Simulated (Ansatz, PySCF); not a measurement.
System: molecular iodine, I₂, charge 0, multiplicity 1. SMILES: II
Geometry: optimised at B3LYP-D3(BJ)/def2-TZVP (Ansatz, a program for electronic structure).

Wanted: atomisation energy (electronic, to ground-state atoms), in eV. Correlated levels leave the core frozen unless marked. Open shells are spin-unrestricted. Spin-orbit coupling is left out. The frozen core is the preceding noble-gas configuration, with the filled d and f shells of earlier blocks. Past Kr the def2 sets carry scalar-relativistic core potentials. The coupled-cluster limit lacks core correlation, which all-electron functionals hold. CBS marks a two-point X^-3 extrapolation of the correlation energy; Hartree-Fock from the larger set. The bracket is a focal-point correction in the basis named.

| level | program | atomisation energy (eV) | minus last row | rough core time |
|---|---|---|---|---|
| HF-D3(BJ)/def2-TZVPD | PySCF + dftd3 | 1.09 | -0.94 | - |
| revPBE-D3(BJ)/def2-TZVPD | Ansatz + dftd3 | 2.10 | 0.07 | under 20 s |
| TPSS/def2-TZVPD | PySCF | 2.15 | 0.12 | - |
| B97M-V/def2-TZVPD | Ansatz | 1.95 | -0.08 | under 20 s |
| r2SCAN0/def2-TZVPD | Ansatz | 1.86 | -0.17 | under 20 s |
| HSE06/def2-TZVPD | Ansatz | 2.04 | 0.01 | under 20 s |
| wB97X/def2-TZVPD | Ansatz | 1.85 | -0.18 | under 20 s |
| RPA@PBE/def2-QZVPP | Ansatz | 1.52 | -0.51 | under 20 s |
| MP2/def2-SVPD | Ansatz | 1.52 | -0.51 | - |
| MP2/CBS(def2-TZVPPD,def2-QZVPPD) | Ansatz | 2.15 | 0.12 | - |
| RI-MP2/def2-QZVPP | Ansatz | 2.04 | 0.01 | under 20 s |
| CCSD/def2-QZVPPD | Ansatz | 1.78 | -0.25 | - |
| CCSD/CBS(def2-TZVPP,def2-QZVPP) | Ansatz | 1.87 | -0.16 | - |
| RI-MP2/CBS(def2-TZVPP,def2-QZVPP)+[CCSD(T)-MP2]/def2-SVP | Ansatz | 2.12 | 0.09 | under 20 s |
| CCSD(T)/CBS(def2-TZVPPD,def2-QZVPPD) | Ansatz | 2.03 | 0.00 | 26 s |

Core times are rough, on shared machines, summed over the molecules involved; a dash marks a level read off another run, or run on other hardware, by another program or under a memory cap.
